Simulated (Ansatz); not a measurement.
(HBe-mu-F)2 (Be2H2F2). Charge 0, multiplicity 1. Geometry PBE-D4/def2-TZVP.

| atom | x (Å) | y (Å) | z (Å) |
| --- | --- | --- | --- |
| Be1 | 0.462 | 0.711 | -0.715 |
| H2 | 1.020 | 1.568 | -1.579 |
| F3 | 0.691 | -0.810 | -0.358 |
| Be4 | -0.462 | -0.711 | 0.716 |
| H5 | -1.020 | -1.568 | 1.579 |
| F6 | -0.692 | 0.810 | 0.358 |

B3LYP takes the VWN-RPA correlation.

Estimate the orbital energies around the gap (eV) in Ansatz with r2SCAN-D4/def2-TZVPD, B3LYP-D4/6-31G, PBE0-D4/def2-TZVP, PBE0-D4/def2-TZVPD, ωB97X-V/def2-TZVP.


| orbital | r2SCAN-D4/def2-TZVPD | B3LYP-D4/6-31G | PBE0-D4/def2-TZVP | PBE0-D4/def2-TZVPD | ωB97X-V/def2-TZVP |
| --- | --- | --- | --- | --- | --- |
| HOMO−9 | -32.82 | -34.23 | -34.80 | -34.80 | -37.43 |
| HOMO−8 | -31.97 | -33.25 | -33.91 | -33.91 | -36.51 |
| HOMO−7 | -14.15 | -15.21 | -15.88 | -15.88 | -18.56 |
| HOMO−6 | -13.46 | -14.68 | -15.09 | -15.08 | -17.77 |
| HOMO−5 | -13.19 | -14.33 | -14.78 | -14.78 | -17.39 |
| HOMO−4 | -12.57 | -13.67 | -14.16 | -14.16 | -16.83 |
| HOMO−3 | -11.57 | -12.59 | -13.14 | -13.14 | -15.73 |
| HOMO−2 | -11.42 | -12.43 | -12.98 | -13.00 | -15.53 |
| HOMO−1 | -8.20 | -9.07 | -9.29 | -9.28 | -11.90 |
| HOMO | -7.91 | -8.78 | -8.98 | -8.97 | -11.54 |
| LUMO | -0.72 | -0.40 | -0.35 | -0.52 | 1.46 |
| LUMO+1 | -0.23 | -0.02 | 0.05 | -0.05 | 1.58 |
| LUMO+2 | -0.05 | 0.77 | 0.13 | 0.03 | 2.12 |
| LUMO+3 | 0.36 | 1.22 | 0.83 | 0.22 | 2.26 |
| LUMO+4 | 1.73 | 2.78 | 1.34 | 0.91 | 2.66 |
| LUMO+5 | 2.06 | 3.91 | 2.11 | 1.06 | 3.72 |
